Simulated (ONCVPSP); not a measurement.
Cutoff test, Zr (Z = 40), ONCV

```json
{
 "Element": "Zr (Z = 40)",
 "Generator": "ONCVPSP 4.0.1",
 "Type": "optimised norm-conserving Vanderbilt (ONCV)",
 "Functional": "PBE",
 "Relativity": "fully relativistic",
 "Frozen core": "[Ar] 3d10",
 "Valence charge": "12",
 "Reference configuration": "4s2 4p6 4d2 5s1.75 5p0.25",
 "Partial waves": "4s+5s: rc 2.30 bohr, ncon 4, nbas 7, qcut 6 1/bohr, 2 projectors; 4p+5p: rc 2.60 bohr, ncon 4, nbas 9, qcut 6.2 1/bohr, 2 projectors; 4d: rc 2.75 bohr, ncon 4, nbas 8, qcut 6.1 1/bohr, 2 projectors, debl 0.3 Ha",
 "Local potential": "polynomial inside 2.25 bohr (lpopt 5, dvloc0 0 Ha)",
 "Core correction": "Teter function, fcfact 5, rcfact 1.1"
}
```

Open shells are filled in proportion to 2j + 1.

Task: For each optimised wave give the share of its norm inside rc, the residual kinetic energy above qcut (Ha) and the cutoffs (Ha) for errors of 10, 1, 0.1 and 0.01 mHa per electron.

Result:

```tsv
wave	norm inside rc	residual KE	10 mHa	1 mHa	0.1 mHa	0.01 mHa
4s	0.983	1.0e-07	3.7	9.1	12.2	14.3
5s	0.115	4.7e-07	3.0	9.1	12.8	15.2
4p j=3/2	0.976	3.3e-09	7.8	10.3	12.6	14.4
5p j=3/2	0.058	3.7e-10	4.9	7.7	10.2	12.2
4p j=1/2	0.980	4.7e-09	8.1	10.6	12.8	14.8
5p j=1/2	0.064	2.8e-10	5.2	8.1	10.6	12.7
4d j=5/2	0.730	3.4e-08	8.6	11.3	13.5	15.3
d projector 2 j=5/2	0.121	2.3e-08	7.3	10.3	12.9	15.0
4d j=3/2	0.739	3.7e-08	8.7	11.3	13.5	15.4
d projector 2 j=3/2	0.118	2.4e-08	7.3	10.4	12.9	15.0
```

The occupied waves need 11 Ha and 14 Ha for 1 and 0.1 mHa.
